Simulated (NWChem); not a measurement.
**Correlation energy of methylammonium (CH₆N (+1))**

```
N
H 1 1.0292
H 1 1.0292 2 106.84
H 1 1.0292 2 106.84 3 114.07
C 1 1.4918 2 111.99 3 -122.96
H 5 1.0964 1 108.79 2 -60.00
H 5 1.0964 6 110.14 1 119.16
H 5 1.0964 6 110.14 7 121.69
```
Charge +1, spin multiplicity 1.

Everything below was run with NWChem. Structure: optimised with PBE0/def2-SVP, a minimum by its harmonic frequencies.

Basis set: cc-pVDZ. Each correlation energy counts from its own Hartree-Fock reference.

```csv
method,correlation energy (mHa),difference from CCSD(T)
RI-MP2,-323.4,+41.4
MP2,-323.5,+41.3
SCS-MP2,-327.3,+37.6
CR-CCSD[T],-363.5,+1.3
CR-CCSD(T),-363.4,+1.5
CCSD,-356.7,+8.1
CCSD+T(CCSD),-365.0,-0.2
CCSD(T),-364.8,0.0
```

The values span 41.6 mHa, from CCSD+T(CCSD) (lowest) to RI-MP2 (highest). 

The correlated methods keep 2 core orbitals frozen. Coupled-cluster values serve here as a point of comparison, not as the truth.
